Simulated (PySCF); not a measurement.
Cl$_{4}$Ti, triplet, at a GFN2-xTB geometry (such geometries of metal compounds can be far from the true shape) (the multiplicity is a formal guess), with bond 5-1 at 1.6 times its length; DF-HF/def2-SV(P) (PySCF).

Here is a job for PySCF.
```python
from pyscf import gto, scf

mol = gto.Mole()
mol.atom = '''
    Ti    0.000257    0.010432    0.019913
    Cl    1.751671   -0.538335   -1.189234
    Cl    0.629398    0.500350    2.068059
    Cl   -0.974594    1.757651   -0.889601
    Cl   -2.246327   -2.692408    0.135417
'''
mol.basis = 'def2-sv(p)'
mol.charge = 0
mol.spin = 2
mol.verbose = 4
mol.build()

mf = scf.UHF(mol)
mf = mf.density_fit(auxbasis='def2-universal-jkfit')
mf = mf.newton()
mf.kernel()
mf.analyze()
```

Write the output that PySCF gives for this input, abridged.


```
PySCF version 2.14.0

[INPUT] verbose = 4
[INPUT] num. atoms = 5
[INPUT] num. electrons = 90
[INPUT] charge = 0
[INPUT] spin (= nelec alpha-beta = 2S) = 2
[INPUT] symmetry False subgroup None
[INPUT] Mole.unit = angstrom
[INPUT] Symbol           X                Y                Z      unit          X                Y                Z       unit  Magmom
[INPUT]  1 Ti     0.000257000000   0.010432000000   0.019913000000 AA    0.000485659614   0.019713622931   0.037630116318 Bohr   0.0
[INPUT]  2 Cl     1.751671000000  -0.538335000000  -1.189234000000 AA    3.310178450343  -1.017305713268  -2.247326558021 Bohr   0.0
[INPUT]  3 Cl     0.629398000000   0.500350000000   2.068059000000 AA    1.189389843349   0.945524466426   3.908065119442 Bohr   0.0
[INPUT]  4 Cl    -0.974594000000   1.757651000000  -0.889601000000 AA   -1.841715742644   3.321479012568  -1.681102250139 Bohr   0.0
[INPUT]  5 Cl    -2.246327000000  -2.692408000000   0.135417000000 AA   -4.244942816216  -5.087913735588   0.255901042610 Bohr   0.0

nuclear repulsion = 551.307791725145
number of shells = 42
number of NR pGTOs = 210
number of NR cGTOs = 96
basis = def2-sv(p)
ecp = {}

******** <class 'pyscf.soscf.newton_ah.SecondOrderDFUHF'> ********
method = SecondOrderDFUHF
initial guess = minao
damping factor = 0
level_shift factor = 0
DIIS = <class 'pyscf.scf.diis.CDIIS'>
diis_start_cycle = 1
diis_space = 8
diis_damp = 0
SCF conv_tol = 1e-09
SCF conv_tol_grad = None
SCF max_cycles = 50
direct_scf = False
number electrons alpha = 46  beta = 44
******** <class 'pyscf.df.df_jk.DFUHF'> Newton solver flags ********
SCF tol = 1e-09
conv_tol_grad = None
max. SCF cycles = 50
direct_scf = False
max_cycle_inner = 12
max_stepsize = 0.05
ah_start_tol = 1e+09
ah_level_shift = 0
ah_conv_tol = 1e-12
ah_lindep = 1e-14
ah_start_cycle = 1
ah_max_cycle = 40
ah_grad_trust_region = 2.5
kf_interval = 4
kf_trust_region = 5
canonicalization = True
Set conv_tol_grad to 3.16228e-05
******** <class 'pyscf.df.df.DF'> ********
auxbasis = def2-universal-jkfit

Initial guess E= -2685.38967763637  |g|= 0.607016
macro= 0  E= -2685.84163941002  delta_E= -0.451962  |g|= 0.262501  3 KF 17 JK
macro= 1  E= -2685.89158338685  delta_E= -0.049944  |g|= 0.234349  2 KF 6 JK
macro= 2  E= -2685.89692995605  delta_E= -0.00534657  |g|= 0.000761037  4 KF 19 JK
macro= 3  E= -2685.89693111688  delta_E= -1.16083e-06  |g|= 4.8317e-05  2 KF 13 JK
macro= 4  E= -2685.89693111687  delta_E= 7.27596e-12  |g|= 1.15347e-05  1 KF 2 JK
Canonicalize SCF orbitals
macro X = 5  E=-2685.89693111687  |g|= 1.15347e-05  total 13 KF 63 JK
converged SCF energy = -2685.89693111687  <S^2> = 2.0110147  2S+1 = 3.0073342
**** SCF Summaries ****
Total Energy =                       -2685.896931116871201
Nuclear Repulsion Energy =             551.307791725144625
One-electron Energy =                -4801.643162050515457
Two-electron Energy =                 1564.438439208499403
Two-electron Coulomb Energy =         1715.787992033673163
DFT Exchange-Correlation Energy =     -151.349552825173760
**** MO energy ****
                             alpha | beta                alpha | beta
MO #1   energy= -183.468979679311  | -183.468632480091  occ= 1 | 1
MO #2   energy= -104.900999753172  | -104.889816534168  occ= 1 | 1
MO #3   energy= -104.778417289217  | -104.778813432152  occ= 1 | 1
MO #4   energy= -104.777893489584  | -104.778296069545  occ= 1 | 1
MO #5   energy= -104.777671495756  | -104.778077053698  occ= 1 | 1
MO #6   energy= -21.641603556496   | -21.6228305716387  occ= 1 | 1
MO #7   energy= -18.0169789668326  | -18.0042520576318  occ= 1 | 1
MO #8   energy= -18.0157501944602  | -18.0041351927976  occ= 1 | 1
MO #9   energy= -18.0157277857604  | -17.9836951146172  occ= 1 | 1
MO #10  energy= -10.661105911082   | -10.6499011477328  occ= 1 | 1
MO #11  energy= -10.5430574584734  | -10.5434721596806  occ= 1 | 1
MO #12  energy= -10.5425324385637  | -10.5429537183983  occ= 1 | 1
MO #13  energy= -10.5423141563215  | -10.542738542942   occ= 1 | 1
MO #14  energy= -8.15383375330294  | -8.12274898635822  occ= 1 | 1
MO #15  energy= -8.1290076137851   | -8.12269856804207  occ= 1 | 1
MO #16  energy= -8.1283883284463   | -8.10609566553242  occ= 1 | 1
MO #17  energy= -8.01673769306061  | -8.01786161493241  occ= 1 | 1
MO #18  energy= -8.01621077010944  | -8.0173452114851   occ= 1 | 1
MO #19  energy= -8.0159917769278   | -8.01713080788553  occ= 1 | 1
MO #20  energy= -8.0152609059846   | -8.01572988452935  occ= 1 | 1
MO #21  energy= -8.01510946796857  | -8.01553033270917  occ= 1 | 1
MO #22  energy= -8.01472611637438  | -8.01520946222036  occ= 1 | 1
MO #23  energy= -8.01458451192957  | -8.01501408099013  occ= 1 | 1
MO #24  energy= -8.01450289226931  | -8.01499323460323  occ= 1 | 1
MO #25  energy= -8.01436634177679  | -8.0147998211816   occ= 1 | 1
MO #26  energy= -3.06826393668465  | -2.99970572650771  occ= 1 | 1
MO #27  energy= -2.01856422526632  | -1.93299200443422  occ= 1 | 1
MO #28  energy= -1.98559770774518  | -1.93255070666814  occ= 1 | 1
MO #29  energy= -1.98555397248392  | -1.87351932185041  occ= 1 | 1
MO #30  energy= -1.18302167100374  | -1.0731044844829   occ= 1 | 1
MO #31  energy= -1.07123491382158  | -1.06246980939576  occ= 1 | 1
MO #32  energy= -1.05993875344046  | -1.06198897437363  occ= 1 | 1
MO #33  energy= -1.05941751830656  | -1.0610842262713   occ= 1 | 1
MO #34  energy= -0.625482717622401 | -0.534792557691643 occ= 1 | 1
MO #35  energy= -0.593902314752335 | -0.526944627685848 occ= 1 | 1
MO #36  energy= -0.558824023020059 | -0.519824177881535 occ= 1 | 1
MO #37  energy= -0.551381106470019 | -0.504676005263606 occ= 1 | 1
MO #38  energy= -0.505468046351039 | -0.504525368140585 occ= 1 | 1
MO #39  energy= -0.505323409738777 | -0.486982164791368 occ= 1 | 1
MO #40  energy= -0.503595509670369 | -0.486649333577745 occ= 1 | 1
MO #41  energy= -0.486368590728742 | -0.478443730558817 occ= 1 | 1
MO #42  energy= -0.48596482394023  | -0.459854582641875 occ= 1 | 1
MO #43  energy= -0.459921400564311 | -0.458946504795688 occ= 1 | 1
MO #44  energy= -0.459000840109481 | -0.440425340587115 occ= 1 | 1
MO #45  energy= -0.448808804908111 | -0.0776138952323913 occ= 1 | 0
MO #46  energy= -0.4366456067572   | 0.0379174491640648 occ= 1 | 0
MO #47  energy= 0.0440969470737886 | 0.0727784423784049 occ= 0 | 0
MO #48  energy= 0.0482886195617159 | 0.0731319528718311 occ= 0 | 0
MO #49  energy= 0.0484347322776988 | 0.0779014073766687 occ= 0 | 0
MO #50  energy= 0.0535381268677792 | 0.0780621075921546 occ= 0 | 0
MO #51  energy= 0.0540643307161491 | 0.107009861863329  occ= 0 | 0
MO #52  energy= 0.123952253056022  | 0.154612667874994  occ= 0 | 0
MO #53  energy= 0.293493683107581  | 0.303103123146474  occ= 0 | 0
MO #54  energy= 0.293997034469725  | 0.305033789804669  occ= 0 | 0

To work with the spin densities directly, `use mulliken_meta_spin()` only printing them here.

 ** Mulliken spin pop alpha/beta on meta-lowdin orthogonal AOs **
 ** Mulliken Spin Density (per AO)  **
spin_pop of  0 Ti 1s        0.00000
spin_pop of  0 Ti 2s        0.00000
spin_pop of  0 Ti 3s        0.00013
spin_pop of  0 Ti 4s        0.03721
spin_pop of  0 Ti 5s        0.00179
spin_pop of  0 Ti 2px      -0.00000
spin_pop of  0 Ti 2py      -0.00000
spin_pop of  0 Ti 2pz      -0.00000
spin_pop of  0 Ti 3px       0.00000
spin_pop of  0 Ti 3py       0.00004
spin_pop of  0 Ti 3pz      -0.00007
spin_pop of  0 Ti 4px       0.00275
spin_pop of  0 Ti 4py       0.00336
spin_pop of  0 Ti 4pz       0.00125
spin_pop of  0 Ti 3dxy      0.68074
spin_pop of  0 Ti 3dyz      0.01719
spin_pop of  0 Ti 3dz^2     0.24787
spin_pop of  0 Ti 3dxz      0.02263
spin_pop of  0 Ti 3dx2-y2    0.03167
spin_pop of  0 Ti 4dxy      0.00766
spin_pop of  0 Ti 4dyz      0.00007
spin_pop of  0 Ti 4dz^2     0.00261
spin_pop of  0 Ti 4dxz      0.00009
spin_pop of  0 Ti 4dx2-y2    0.00033
spin_pop of  1 Cl 1s        0.00000
spin_pop of  1 Cl 2s        0.00000
spin_pop of  1 Cl 3s       -0.00037
spin_pop of  1 Cl 4s        0.00011
spin_pop of  1 Cl 2px      -0.00000
spin_pop of  1 Cl 2py      -0.00000
spin_pop of  1 Cl 2pz      -0.00000
spin_pop of  1 Cl 3px      -0.00846
spin_pop of  1 Cl 3py      -0.00288
spin_pop of  1 Cl 3pz      -0.01073
spin_pop of  1 Cl 4px       0.00025
spin_pop of  1 Cl 4py       0.00021
spin_pop of  1 Cl 4pz       0.00008
spin_pop of  1 Cl 3dxy      0.00009
spin_pop of  1 Cl 3dyz      0.00000
spin_pop of  1 Cl 3dz^2     0.00003
spin_pop of  1 Cl 3dxz      0.00004
spin_pop of  1 Cl 3dx2-y2   -0.00013
spin_pop of  2 Cl 1s        0.00000
spin_pop of  2 Cl 2s        0.00000
spin_pop of  2 Cl 3s       -0.00038
spin_pop of  2 Cl 4s        0.00012
spin_pop of  2 Cl 2px      -0.00000
spin_pop of  2 Cl 2py      -0.00000
spin_pop of  2 Cl 2pz      -0.00000
spin_pop of  2 Cl 3px      -0.00320
spin_pop of  2 Cl 3py      -0.00107
spin_pop of  2 Cl 3pz      -0.01744
spin_pop of  2 Cl 4px       0.00019
spin_pop of  2 Cl 4py       0.00023
spin_pop of  2 Cl 4pz       0.00011
spin_pop of  2 Cl 3dxy      0.00001
spin_pop of  2 Cl 3dyz     -0.00012
spin_pop of  2 Cl 3dz^2     0.00019
spin_pop of  2 Cl 3dxz     -0.00007
spin_pop of  2 Cl 3dx2-y2    0.00001
spin_pop of  3 Cl 1s        0.00000
spin_pop of  3 Cl 2s        0.00000
spin_pop of  3 Cl 3s       -0.00037
spin_pop of  3 Cl 4s        0.00011
spin_pop of  3 Cl 2px      -0.00000
spin_pop of  3 Cl 2py      -0.00000
spin_pop of  3 Cl 2pz      -0.00000
spin_pop of  3 Cl 3px      -0.00674
spin_pop of  3 Cl 3py      -0.00627
spin_pop of  3 Cl 3pz      -0.00921
spin_pop of  3 Cl 4px       0.00016
spin_pop of  3 Cl 4py       0.00031
spin_pop of  3 Cl 4pz       0.00007
spin_pop of  3 Cl 3dxy      0.00014
spin_pop of  3 Cl 3dyz      0.00002
spin_pop of  3 Cl 3dz^2     0.00002
spin_pop of  3 Cl 3dxz      0.00003
spin_pop of  3 Cl 3dx2-y2   -0.00018
spin_pop of  4 Cl 1s       -0.00000
spin_pop of  4 Cl 2s       -0.00000
spin_pop of  4 Cl 3s        0.00170
spin_pop of  4 Cl 4s       -0.00008
spin_pop of  4 Cl 2px       0.00000
spin_pop of  4 Cl 2py       0.00000
spin_pop of  4 Cl 2pz       0.00002
spin_pop of  4 Cl 3px       0.00445
spin_pop of  4 Cl 3py       0.01017
spin_pop of  4 Cl 3pz       0.99107
spin_pop of  4 Cl 4px       0.00008
spin_pop of  4 Cl 4py       0.00007
spin_pop of  4 Cl 4pz       0.00063
spin_pop of  4 Cl 3dxy      0.00001
spin_pop of  4 Cl 3dyz      0.00002
spin_pop of  4 Cl 3dz^2    -0.00040
spin_pop of  4 Cl 3dxz      0.00001
spin_pop of  4 Cl 3dx2-y2    0.00001
 ** Mulliken Spin Density (per atom)  **
spin density of  0 Ti =      1.05733
spin density of  1 Cl =     -0.02175
spin density of  2 Cl =     -0.02142
spin density of  3 Cl =     -0.02191
spin density of  4 Cl =      1.00776
 ** Mulliken pop alpha/beta on meta-lowdin orthogonal AOs **
 ** Mulliken pop       alpha | beta **
In total            46.00000 | 44.00000
 ** Mulliken atomic charges   ( Nelec_alpha | Nelec_beta ) **
charge of  0Ti =      1.45515  (    10.80109      9.74376 )
charge of  1Cl =     -0.49577  (     8.73701      8.75876 )
charge of  2Cl =     -0.49674  (     8.73766      8.75908 )
charge of  3Cl =     -0.49529  (     8.73669      8.75860 )
charge of  4Cl =      0.03265  (     8.98756      7.97980 )
Dipole moment(X, Y, Z, Debye): -3.36694, -4.04096,  0.16330
```
